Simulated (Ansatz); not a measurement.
Cost and result for the atomization energy of CH7FSi2, SMILES `C[SiH2][SiH2]F` (11 atoms, 10 bonds).

```xyz
11

C     0.407    1.691    0.005
Si    0.864   -0.129    0.083
Si   -1.069   -1.448   -0.072
F    -0.690   -3.009   -0.001
H    -0.095    1.928   -0.936
H    -0.260    1.962    0.826
H     1.302    2.312    0.077
H     1.558   -0.438    1.364
H     1.783   -0.485   -1.033
H    -2.014   -1.165    1.043
H    -1.786   -1.219   -1.356
```

Charge 0, multiplicity 1. The structure was optimised at the PBE0-D4/def2-TZVP level. It is one conformer, not always the lowest. Program: Ansatz. All runs use 4 threads of an Arm Neoverse V1 on a shared host. Times are those of one run each, without the atoms' runs, and a repeat can differ threefold. Electronic energies, without spin–orbit coupling; frozen cores. CCSD(T)/CBS adds CCSD(T) − MP2 in def2-TZVPP to the MP2 limit, and its time is that of the two runs behind it. T1 = 0.012. B3LYP takes the VWN-RPA correlation (the form of Gaussian; ORCA's B3LYP/G).

CCSD(T)/CBS is a level of theory with its own doubt, some kJ/mol a heavy atom from the limit and from the frozen cores, so smaller differences don't rank the functionals.

| level | functions | wall time |
| --- | --- | --- |
| PBE-D4/def2-TZVPP (with forces) | 244 | 2.1 s |
| PBE0-D4/def2-TZVPP | 244 | 2.4 s |
| B3LYP-D4/def2-TZVPP (with forces) | 244 | 3.7 s |
| r2SCAN-D4/def2-TZVPP (with forces) | 244 | 4.1 s |
| B2PLYP/def2-TZVPP | 244 | 4.2 s |
| ωB97X-V/def2-TZVPP | 244 | 7 s |
| ωB97M-V/def2-TZVPP (with forces) | 244 | 9.5 s |
| MP2/def2-QZVPP | 464 | 16 s |
| CCSD(T)/def2-TZVPP | 244 | 84 s |
| CCSD(T)/CBS(def2) | – | 100 s |

Task: What atomization energy does each give, and how far from CCSD(T)/CBS? (Estimate.)

Result: The calculation gave: 
| level | atomization (kcal/mol) | difference from CCSD(T)/CBS | per bond |
| --- | --- | --- | --- |
| PBE-D4/def2-TZVPP (with forces) | 891.7 | -4.0 | -0.4 |
| PBE0-D4/def2-TZVPP | 885.5 | -10.2 | -1.0 |
| B3LYP-D4/def2-TZVPP (with forces) | 892.2 | -3.5 | -0.3 |
| r2SCAN-D4/def2-TZVPP (with forces) | 893.6 | -2.1 | -0.2 |
| B2PLYP/def2-TZVPP | 882.7 | -13.0 | -1.3 |
| ωB97X-V/def2-TZVPP | 898.7 | 3.0 | 0.3 |
| ωB97M-V/def2-TZVPP (with forces) | 893.8 | -1.9 | -0.2 |
| MP2/def2-QZVPP | 889.5 | -6.2 | -0.6 |
| CCSD(T)/def2-TZVPP | 873.6 | -22.1 | -2.2 |
| CCSD(T)/CBS(def2) | 895.7 | 0.0 | 0.0 |

From PBE to PBE0 (25 % exact exchange), in def2-TZVPP and without D4, the atomization energy moves by −5.4 kcal/mol: exact exchange takes away binding that semilocal exchange gives to molecules. In def2-TZVPP, CCSD(T) changes the Hartree–Fock value by +187.8 kcal/mol (the triples alone add +8.2 kcal/mol) and MP2 by +190.3 kcal/mol; breaking electron pairs costs correlation energy, which Hartree–Fock lacks. The D4 term adds +7.8 kcal/mol with B3LYP and +4.1 kcal/mol with PBE0; it sums over pairs of atoms, weighted by their polarisabilities, and B3LYP, whose exchange is more repulsive, gets the larger term.
